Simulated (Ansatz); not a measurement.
## Energy profile

The step: CH₄O ([CH3][OH]) + BH₃ → CH₅BO ([BH2][O][CH3]) + H₂; bonds formed: H2–H5; dative contacts that become bonds: B1–O6; bonds broken: B1–H2, H5–O6 (atoms numbered as in the saddle structure below).

| atom | x (Å) | y (Å) | z (Å) |
| --- | --- | --- | --- |
| B1 | -0.1789 | -1.1993 | 0.0098 |
| H2 | 0.9375 | -1.3938 | -0.7139 |
| H3 | -1.0492 | -1.0045 | -0.7892 |
| H4 | -0.2427 | -2.1169 | 0.7714 |
| H5 | 1.0403 | -0.5684 | -0.1224 |
| O6 | 0.3460 | 0.0941 | 0.7024 |
| C7 | -0.1211 | 1.3067 | 0.1413 |
| H8 | 0.3866 | 2.1319 | 0.6425 |
| H9 | 0.0817 | 1.3586 | -0.9347 |
| H10 | -1.2003 | 1.3919 | 0.2926 |

Electronic energies by CCSD(T) at an estimated basis limit (MP2 extrapolated from triple and quadruple zeta, plus CCSD(T) − MP2 in triple zeta), on PBE0-D4/def2-TZVP structures; CH$_{7}$BO, closed shell; no counterpoise correction. Ansatz 0.2.0; basis: def2-TZVPP and def2-QZVPP; cores frozen in the correlated methods. Extrapolation: Hartree–Fock as exp(−7.88 √X), correlation as X^−2.97.

(1) Give the profile in kJ/mol, counted from the separated reactants. (To be estimated.)

No T1 diagnostic of these runs exceeds 0.015.

Results:

(1) Computed:
```json
{"point": "separated: BH$_{3}$ (B1, H2, H3, H4; singlet) + CH$_{4}$O (linked as [CH3][OH]; H5, O6, C7, H8, H9, H10; singlet)", "kJ/mol": "0.0"}
{"point": "start structure", "kJ/mol": "-83.0"}
{"point": "saddle", "kJ/mol": "27.1"}
{"point": "end structure", "kJ/mol": "-140.2"}
{"point": "separated: CH$_{5}$BO (linked as [BH2][O][CH3]; B1, H3, H4, O6, C7, H8, H9, H10; singlet) + H$_{2}$ (H2, H5; singlet)", "kJ/mol": "-137.3"}
```

The step is the kind of ligand exchange by which a precursor binds to a hydroxyl group, or is hydrolysed, in atomic layer deposition of oxides.

For scale, one of the runs: CCSD(T)/def2-TZVPP, 191 basis functions, launched by `ansatz run in.yaml --threads 2 --pin off --events-out ev --progress --plain --max-ram 4352MiB`. Time: 39 s of wall clock on 2 CPU threads of an Arm Neoverse V2; the host was shared. Peak host memory: 2.2 GiB.
